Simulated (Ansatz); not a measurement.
`CBBF` + CH₃OH → `COBF` + `BC` at 298.15 K and 1 bar (cleavage of the B–B bond).

Program: Ansatz. Geometries: PBE0-D4/def2-TZVP. ΔE: electronic, gas phase. CBS: MP2 limit from def2 TZ/QZ plus the TZ coupled-cluster correction, frozen cores. This one scheme is used for every species. Each species was taken in one conformer, which may not be the lowest.

```csv
species,CCSD(T)/CBS energy (Eh),H − E (kJ/mol),S (J/(mol·K))
`CBBF`,-190.46132,183.3,310.6
CH₃OH,-115.61712,146.3,238.2
`COBF`,-240.31409,169.0,291.1
`BC`,-65.83255,158.6,247.5
```

H − E and S are ideal-gas, rigid-rotor, harmonic terms from PBE0-D4/def2-TZVP, for one conformer and one mirror image of each species. 1 Eh = 2625.50 kJ/mol, R = 8.31446 J/(mol·K).

Question: By hand: ΔE, ΔH, ΔS and ΔG.

Answer: ΔE = (-240.31409) + (-65.83255) − (-190.46132) − (-115.61712) = -0.06820 Eh = -179.1 kJ/mol. Δ(H − E) = 169.0 + 158.6 − 183.3 − 146.3 = -2.0, so ΔH = -181.1 kJ/mol. ΔS = 291.1 + 247.5 − 310.6 − 238.2 = -10.2 J/(mol·K). ΔG = -181.1 − 298.15 × (-10.2)/1000 = -178.1 kJ/mol.

Question: By hand: the equilibrium constant, and the temperature at which ΔG would vanish if ΔH and ΔS stayed fixed.

Answer: log₁₀ K = −ΔG/(RT ln 10) = 31.2. ΔG = 0 at ΔH/ΔS = 17755 K, far beyond where these terms or the molecules hold.

The number of gas molecules stays the same, so ΔS is small and ΔH decides. A doubt of 5 kJ/mol in ΔE shifts log₁₀ K by 0.9 here. Other conformers and mirror images would add mixing entropy, several J/(mol·K) or more a flexible species. These are equilibria of isolated gas molecules and say nothing of rates. Largest T1 diagnostic: 0.013 (customary marks: 0.02 for closed shells, 0.045 for open ones).
